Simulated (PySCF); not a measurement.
C6H4N2.
Atom-mapped SMILES: `[CH2:1]=[C:2]1[CH2:3][C:4]1([C:5]#[N:6])[C:7]#[N:8]`

Structure used (GFN2-xTB), in Å, numbered top down from 1:
```
atom  x, y, z in Å
C1    -1.7978    0.0622   -0.8225
C2    -0.7624   -0.0182   -0.0338
C3    -0.1437   -0.1826    1.2682
C4     0.7328    0.0189    0.0145
C5     1.3864    1.2755   -0.1584
N6     1.8962    2.2904   -0.2901
C7     1.4566   -1.1017   -0.4922
N8     2.0236   -2.0103   -0.8927
H9    -1.6946    0.2149   -1.8839
H10   -2.7995   -0.0217   -0.4337
H11   -0.1215   -1.1640    1.7231
H12   -0.1748    0.6359    1.9753
```

Definitions: NICS(0) = −σiso at the ring centroid; NICS(1) = −σiso and NICS(1)zz = −σzz at ±1 Å along the ring normal z. Level: GIAO PBE0/pcSseg-1 (PySCF, non-relativistic, gas phase) on the GFN2-xTB geometry, one conformer.

Ring bond lengths (Å), with Mayer bond orders in brackets: C2–C3 1.451 (0.93), C3–C4 1.543 (0.87), C4–C2 1.496 (0.83).

What do the NICS probes read (ppm)?

| ring | type | NICS(0) | NICS(1), two faces | NICS(1)zz, two faces | rms pucker (Å) | centre to ring atoms, mean (Å) |
| --- | --- | --- | --- | --- | --- | --- |
| C2–C3–C4 | 3-membered carbocycle; formal bonds all single | -32.1 | -8.2 / -8.2 | -19.2 / -19.2 | 0.00 | 0.86 |

What can be read from them?

- C2–C3–C4: mean NICS(1)zz -19.2 ppm, shielded. C3, C4 have four or more neighbours, so the value isn't read as a sign of a π ring current. NICS(0) lies 24 ppm below the mean NICS(1).

List the ring angles and the Hirshfeld charges of the ring atoms.

- C2–C3–C4: C2 63.1° (+0.016 e), C3 59.9° (-0.048 e), C4 57.0° (+0.037 e); sum 180.0° against 180° for a flat convex ring.

How shielded are the nuclei of the rings and their hydrogens (means over atoms taken as equivalent)?

| atoms | environment | σ isotropic (ppm) |
| --- | --- | --- |
| C2 | fully substituted alkene carbon | 51.3 |
| C3 | allylic carbon | 163.5 |
| C4 | sp3 carbon next to a nitrile | 186.2 |
| H11 (×2) | methylene hydrogen | 29.56 |
